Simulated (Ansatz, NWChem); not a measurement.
**How methods differ on BH3O3 (SMILES OB(O)O)**

BH3O3 has 7 atoms, charge 0, and is taken as a singlet. SMILES: `OB(O)O`. The coordinates come from a PBE0-D4/def2-TZVP relaxation. This is a higher conformer, about 20 kJ/mol above the lowest found by a separate search.

```xyz
7

O    -1.1097    0.8026    0.3219
B    -0.0122   -0.0068    0.2287
O     0.5012   -0.4693    1.4001
O     0.6007   -0.3813   -0.9454
H    -1.4574    1.1186   -0.5115
H     1.2668   -1.0282    1.2545
H     0.2105   -0.0357   -1.7483
```

Each level gives the energy change with the B2–O4 bond stretched from 1.376 to 3.028 Å (eV). The values are calculated.

```
                         level                    kind  program  value (eV)
     HF/def2-SVPD (restricted)            Hartree–Fock   NWChem        7.46
 revPBE/def2-SVPD (restricted)                     GGA   NWChem        5.33
 r2SCAN/def2-SVPD (restricted)                meta-GGA   NWChem        5.98
   TPSS/def2-SVPD (restricted)                meta-GGA   NWChem        5.62
wB97M-V/def2-SVPD (restricted)  range-separated hybrid   Ansatz        6.47
 B2PLYP/def2-SVPD (restricted)           double hybrid   NWChem        5.93
RPA@PBE/def2-SVPD (restricted)                     RPA   Ansatz        5.33
CCSD(T)/def2-SVPD (restricted)   coupled cluster or CI   Ansatz        5.66
```

The first shape isn't each level's own minimum. The values span 5.33 to 7.46 eV. The coupled-cluster rows rest on a doubtful reference here (large T1 or Brueckner and Hartree–Fock orbitals at odds), and rows may lie in different states.
